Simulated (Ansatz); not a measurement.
Reaction (formal exchange of groups at the Si–C bond): `N[SiH2]CBO` + SiH₄ → `N[SiH2][SiH3]` + `CBO`

Isolated molecules relaxed with PBE0-D4/def2-TZVP in Ansatz; ΔE leaves out vibrations. CCSD(T)/CBS adds triple-zeta CCSD(T) − MP2 to the extrapolated MP2 energy (def2 sets, frozen cores). This one scheme is used for every species. Functionals use def2-TZVPP. One conformer a species, not always the lowest.

```tsv
species	PBE energy (Eh)
`N[SiH2]CBO`	-487.01249
SiH₄	-291.72174
`N[SiH2][SiH3]`	-637.62149
`CBO`	-141.11223
```

Task: Work out ΔE.

Result: ΔE = (-637.62149) + (-141.11223) − (-487.01249) − (-291.72174) = 0.00051 Eh = +1.3 kJ/mol. CCSD(T)/CBS gives +15.6 kJ/mol.

Largest T1 diagnostic among the species: 0.012.

From PBE to PBE0 (25 % exact exchange), in def2-TZVPP and without D4, ΔE moves by +3.5 kJ/mol. Leaving LDA and LC-ωPBE aside and taking each functional with its dispersion term where it has one, the values, not all of them listed here, spread over 16.7 kJ/mol, from PBE-D4 to ωB97M-V. LDA lies +5.8 kJ/mol from PBE without D4.
